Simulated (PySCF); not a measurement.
hexafluoroantimonate (F6Sb), SMILES [F][Sb-]([F])([F])([F])([F])[F], charge -1. Geometry: B3LYP-D3(BJ)/def2-SVPD. The def2 effective core potentials stand for the cores of Sb; spin–orbit coupling is left out.

Calculation: B3LYP-D3(BJ)/def2-SVPD run with PySCF 2.14.0.

Harmonic wavenumbers (cm⁻¹): 155, 155, 155, 251, 251, 251, 272, 272, 272, 544, 544, 584, 623, 623, 623. Rotational constants (GHz): 1.763, 1.763, 1.763; symmetry number 24.

Q: Work out the zero-point energy and the ideal-gas rigid-rotor harmonic-oscillator thermochemistry at 298.15 K and 1 atm.

A: ZPE = ½ Σ hcν = ½ × 5573 cm⁻¹ = 33.34 kJ/mol. H − E(el) = 58.30 kJ/mol. Entropy in J/(mol K): translation 176.88, rotation 92.67, vibration 86.19, total 355.73. G − E(el) = -47.76 kJ/mol. Cp = 127.28 J/(mol K).
